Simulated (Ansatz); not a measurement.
**A relaxation, step by step**

Si2H8Se, singlet, SPW92/def2-SVP (Ansatz 0.2.0). Settings:

```yaml
hamiltonian: {xc: lda}
relax: {f_tol: 0.01, max_steps: 60, escape_saddle: false}
```

Start, the saddle point found with PBE0-D4 in triple zeta (not stationary at another level):

Si1  (-1.132, 0.263, -0.277)
Si2  (0.802, -1.120, 0.696)
H3  (-1.589, -1.165, -0.027)
H4  (-1.924, 1.044, 0.695)
H5  (-1.306, 0.395, -1.738)
H6  (0.488, 0.559, 0.152)
Se7  (0.485, 2.445, -0.405)
H8  (2.193, -0.705, 1.018)
H9  (0.086, -1.555, 1.918)
H10  (0.801, -2.148, -0.371)
H11  (1.095, 1.987, -1.661)
(Å)

| step | energy less the last (meV) | largest force component (eV/Å) |
| --- | --- | --- |
| 1 | 1601.8 | 0.415 |
| 2 | 1537.3 | 0.597 |
| 3 | 1338.4 | 1.286 |
| 4 | 1138.1 | 2.000 |
| 5 | 765.2 | 1.395 |
| 6 | 319.7 | 0.722 |
| 7 | 103.6 | 0.404 |
| 8 | 40.6 | 0.235 |
| 9 | 8.9 | 0.059 |
| 10 | 5.9 | 0.120 |
| 11 | 4.5 | 0.102 |
| 12 | 2.5 | 0.111 |
| 13 | 1.3 | 0.082 |
| 14 | 0.3 | 0.007 |
| 15 | 0.2 | 0.022 |
| 16 | 0.2 | 0.013 |
| 17 | 0.1 | 0.008 |
| 18 | 0.0 | 0.014 |
| 19 | 0.0 | 0.013 |
| 20 | 0.0 | 0.008 |

Step 13, positions (Å) and forces (eV/Å):

```csv
atom,x,y,z,Fx,Fy,Fz
Si1,-1.413,-0.287,-0.202,0.082,0.038,0.011
Si2,0.516,-1.285,0.652,-0.059,-0.027,-0.007
H3,-2.470,-1.363,-0.212,-0.036,-0.031,-0.010
H4,-1.880,0.841,0.672,-0.020,0.016,0.022
H5,-1.202,0.200,-1.610,-0.007,-0.017,-0.011
H6,1.514,1.555,0.258,-0.018,0.042,-0.045
Se7,0.794,2.687,-0.390,0.012,-0.026,0.037
H8,1.683,-0.331,0.741,0.030,0.030,0.000
H9,0.259,-1.822,2.035,-0.009,0.006,0.025
H10,0.932,-2.438,-0.222,0.019,-0.015,-0.029
H11,1.266,2.241,-1.722,0.007,-0.015,0.007
```

Step 16, positions (Å) and forces (eV/Å):

```json
{"atom": "Si1", "x": "-1.409", "y": "-0.282", "z": "-0.202", "Fx": "-0.003", "Fy": "0.000", "Fz": "0.001"}
{"atom": "Si2", "x": "0.513", "y": "-1.287", "z": "0.655", "Fx": "0.000", "Fy": "-0.001", "Fz": "0.001"}
{"atom": "H3", "x": "-2.470", "y": "-1.359", "z": "-0.215", "Fx": "0.003", "Fy": "0.001", "Fz": "-0.001"}
{"atom": "H4", "x": "-1.885", "y": "0.846", "z": "0.670", "Fx": "-0.001", "Fy": "-0.001", "Fz": "-0.001"}
{"atom": "H5", "x": "-1.201", "y": "0.191", "z": "-1.614", "Fx": "0.000", "Fy": "0.003", "Fz": "0.001"}
{"atom": "H6", "x": "1.569", "y": "1.579", "z": "0.249", "Fx": "-0.009", "Fy": "0.013", "Fz": "-0.008"}
{"atom": "Se7", "x": "0.791", "y": "2.678", "z": "-0.381", "Fx": "0.010", "Fy": "-0.013", "Fz": "0.006"}
{"atom": "H8", "x": "1.678", "y": "-0.329", "z": "0.761", "Fx": "-0.002", "Fy": "-0.001", "Fz": "0.000"}
{"atom": "H9", "x": "0.244", "y": "-1.833", "z": "2.034", "Fx": "0.001", "Fy": "-0.001", "Fz": "-0.001"}
{"atom": "H10", "x": "0.940", "y": "-2.429", "z": "-0.233", "Fx": "0.001", "Fy": "0.001", "Fz": "0.002"}
{"atom": "H11", "x": "1.231", "y": "2.226", "z": "-1.722", "Fx": "-0.002", "Fy": "-0.001", "Fz": "0.000"}
```

Step 19, positions (Å) and forces (eV/Å):

```tsv
atom	x	y	z	Fx	Fy	Fz
Si1	-1.407	-0.278	-0.201	-0.003	0.000	-0.001
Si2	0.511	-1.285	0.660	0.003	0.000	0.001
H3	-2.463	-1.359	-0.233	0.002	0.003	0.000
H4	-1.895	0.839	0.679	0.001	-0.001	-0.002
H5	-1.192	0.211	-1.607	0.000	-0.001	0.002
H6	1.601	1.585	0.234	0.004	-0.006	0.003
Se7	0.802	2.675	-0.382	-0.001	0.002	-0.013
H8	1.673	-0.326	0.785	-0.003	-0.003	0.000
H9	0.233	-1.847	2.031	0.001	0.001	-0.002
H10	0.948	-2.417	-0.235	0.000	0.002	0.001
H11	1.189	2.201	-1.732	-0.004	0.003	0.011
```

Last step (20):

```xyz
11
angstrom
Si -1.4060 -0.2761 -0.2008
Si 0.5117 -1.2845 0.6609
H -2.4630 -1.3564 -0.2343
H -1.8937 0.8414 0.6783
H -1.1890 0.2119 -1.6069
H 1.6027 1.5828 0.2324
Se 0.8028 2.6739 -0.3811
H 1.6725 -0.3249 0.7900
H 0.2309 -1.8498 2.0300
H 0.9518 -2.4139 -0.2359
H 1.1792 2.1955 -1.7323
```

Hardware: 4 CPU threads of an Arm Neoverse V1, shared host. Wall time about 14 s.
